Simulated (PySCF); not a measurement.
# Excitation energy of Ar⁺ by level of theory

Ar⁺ [Ne] 3s2 3p5 (2P) → Ar⁺ [Ne] 3s1 3p6 (2S), as a difference of total energies. Calculation: PySCF 2.14, in x2c-TZVPPall (5s5p3d1f, 42 functions); the spin-free X2C one-electron Hamiltonian (Gaussian nucleus). Correlated levels: valence and next inner shell: 1s2 frozen. The calculations carry no spin-orbit coupling.

```
                                method  excitation energy (cm⁻¹)  error (cm⁻¹)
                                   UHF                    151510        +43262
    MP2 (valence and next inner shell)                    127300        +19057
SCS-MP2 (valence and next inner shell)                    125200        +16955
   CCSD (valence and next inner shell)                    117400         +9160
CCSD(T) (valence and next inner shell)                    111120         +2878
```

Reference: 108240 cm⁻¹ (measured; NIST levels, between the centres of gravity of the two terms).

Errors of the correlated levels include the incompleteness of this basis and the frozen core.

The coupled-cluster amplitudes are large for the upper state (T1 above 0.03 or a double amplitude above 0.15), so a single reference is strained.
